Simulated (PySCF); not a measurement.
C2H7NO2Si.
Atom-mapped SMILES: `[NH2:1][SiH:2]1[O:3][CH2:4][CH2:5][O:6]1` (hydrogens: H7, H8 on N1; H9 on Si2; H10, H11 on C4; H12, H13 on C5)

Cartesian coordinates in Å at the PBE0-D3(BJ)/def2-SVP level; atoms count from 1:
```
atom  x, y, z in Å
N1     1.6966   -0.0494    0.5246
Si2    0.5074   -0.0551   -0.6843
O3    -0.3725   -1.4844   -0.6818
C4    -1.7476   -1.2069   -0.8317
C5    -1.9900    0.1890   -0.2407
O6    -0.8262    0.9477   -0.4812
H7     2.6418    0.2628    0.3472
H8     1.5405   -0.3279    1.4846
H9     1.2001    0.2765   -1.9527
H10   -2.3417   -1.9787   -0.3163
H11   -2.0247   -1.2273   -1.9032
H12   -2.8620    0.6802   -0.7020
H13   -2.1795    0.1210    0.8479
```

Jobs on this species (13 atoms, 56 electrons) with PySCF (density fitting). Hardware of each: Arm Neoverse V1, one thread, shared host. Times come from a shared host and carry two figures at best. Peak memory is the resident size of the whole Python process, interpreter and libraries included.

Question: Rank these jobs by wall time, shortest first.
A. delta-SCF UKS HF, pcX-2 on the ionised atom, pcseg-1 elsewhere, spin-free X2C; ΔSCF core ionisation, 5 holes; 165 basis functions
B. delta-SCF UKS B3LYP, pcX-2 on the ionised atom, pcseg-1 elsewhere, spin-free X2C; ΔSCF core ionisation, 5 holes; 165 basis functions
C. PBE0-D3(BJ)/def2-SVP, grid level 1; geometry optimisation from a GFN2-xTB start shaken at random; 123 basis functions

Answer: A (22 s), B (39 s), C (1.7 min).

All jobs:

```
                                                                 level and settings                                                          work  basis functions  SCF cycles  wall time  peak memory
     delta-SCF UKS PBE, pcX-2 on the ionised atom, pcseg-1 elsewhere, spin-free X2C                                 ΔSCF core ionisation, 5 holes              165          79       20 s     0.58 GiB
      delta-SCF UKS HF, pcX-2 on the ionised atom, pcseg-1 elsewhere, spin-free X2C                                 ΔSCF core ionisation, 5 holes              165          68       22 s     0.60 GiB
    delta-SCF UKS SCAN, pcX-1 on the ionised atom, pcseg-1 elsewhere, spin-free X2C                                 ΔSCF core ionisation, 5 holes              145          78       26 s     0.50 GiB
delta-SCF UKS SCAN, def2-TZVP on the ionised atom, pcseg-1 elsewhere, spin-free X2C                                 ΔSCF core ionisation, 5 holes              142          80       30 s     0.50 GiB
 delta-SCF UKS SCAN, pcX-2 on the ionised atom, pcseg-1 elsewhere, non-relativistic                                 ΔSCF core ionisation, 5 holes              165          80       32 s     0.58 GiB
    delta-SCF UKS SCAN, pcX-2 on the ionised atom, pcseg-1 elsewhere, spin-free X2C                                 ΔSCF core ionisation, 5 holes              165          81       33 s     0.60 GiB
    delta-SCF UKS PBE0, pcX-2 on the ionised atom, pcseg-1 elsewhere, spin-free X2C                                 ΔSCF core ionisation, 5 holes              165          72       38 s     0.63 GiB
   delta-SCF UKS B3LYP, pcX-2 on the ionised atom, pcseg-1 elsewhere, spin-free X2C                                 ΔSCF core ionisation, 5 holes              165          73       39 s     0.64 GiB
                                                 PBE0-D3(BJ)/def2-SVP, grid level 1  geometry optimisation from a GFN2-xTB start shaken at random              123         127    1.7 min     0.52 GiB
```

Question: What do all jobs in the table cost together?

Answer: About 5.7 min; the longest takes about 30 % of that, and about 5.1 times as long as the shortest.
